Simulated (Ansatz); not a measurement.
Reaction (substitution at a C–B bond): `O=CB[TeH]` + `N[SiH3]` → `O=CN[SiH3]` + `B[TeH]`

Computed with Ansatz on PBE0-D4/def2-TZVP structures; ΔE is electronic, products minus reactants. CBS: MP2 limit from def2 TZ/QZ plus the TZ coupled-cluster correction, frozen cores. This one scheme is used for every species. Functionals use def2-TZVPP. B3LYP here is the variant with VWN-RPA as its local correlation; programs differ in this. Elements past krypton have def2 core potentials. For Te outer-core shells are correlated without core-valence functions, which leaves a few kJ/mol of doubt a bond. One conformer a species, not always the lowest.

`O=CB[TeH]`:

```xyz
7

O    -0.295   -0.769    1.725
C    -0.068   -0.916    0.546
B    -0.575    0.074   -0.567
Te    0.393    1.900   -0.923
H     0.524   -1.805    0.210
H    -1.501   -0.193   -1.268
H     1.523    1.710    0.277
```

`N[SiH3]`:

Z-matrix (Å, degrees):
```
Si
N 1 1.720
H 1 1.486 2 107.9
H 1 1.494 2 116.0 3 -120.3
H 1 1.486 2 107.9 3 119.4
H 2 1.007 1 119.6 3 -168.6
H 2 1.007 1 119.6 3 49.2
```

`O=CN[SiH3]`:

Z-matrix (Å, degrees):
```
Si
N 1 1.760
H 1 1.480 2 110.9
H 1 1.485 2 103.9 3 118.2
H 1 1.480 2 110.9 3 -123.5
C 2 1.356 1 119.0 3 61.8
H 2 1.007 1 123.5 3 -118.3
O 6 1.210 2 122.5 1 0.0
H 6 1.105 2 114.9 1 180.0
```

`B[TeH]`:

Z-matrix (Å, degrees):
```
B
Te 1 2.099
H 1 1.189 2 120.6
H 1 1.191 2 116.2 3 -180.0
H 2 1.659 1 96.2 3 -0.0
```

Q: Is it downhill or uphill in electronic energy at CCSD(T)/CBS, and by how much? (Estimate.)

A: Computed: Downhill: ΔE = -12.2 kcal/mol.

Q: What do these levels give: B97M-V, B3LYP-D4, CAM-B3LYP-D4, ωB97M-V, PBE-QIDH, PBE0, r2SCANh, BHLYP, CCSD(T)/def2-SVP, MP2/def2-TZVPP, HF/CBS(def2), CCSD/CBS(def2)? (An estimate is asked.)

A: Computed: B97M-V -13.4, B3LYP-D4 -13.6, CAM-B3LYP-D4 -14.3, ωB97M-V -13.7, PBE-QIDH -14.4, PBE0 -14.1, r2SCANh -14.8, BHLYP -14.2, CCSD(T)/def2-SVP -16.7, MP2/def2-TZVPP -13.6, HF/CBS(def2) -14.9, CCSD/CBS(def2) -12.0 kcal/mol.

Largest T1 diagnostic among the species: 0.017.

Leaving LDA and LC-ωPBE aside and taking each functional with its dispersion term where it has one, the values, not all of them listed here, spread over 1.6 kcal/mol, from r2SCAN0-D4 to BLYP-D4. LDA lies −2.8 kcal/mol from PBE without D4. In def2-TZVPP, CCSD(T) changes the Hartree–Fock value by +1.9 kcal/mol (the triples alone add −0.2 kcal/mol) and MP2 by +1.3 kcal/mol. At CCSD(T), def2-SVP lies −4.5 kcal/mol from the extrapolated value and def2-TZVPP −0.9 kcal/mol.
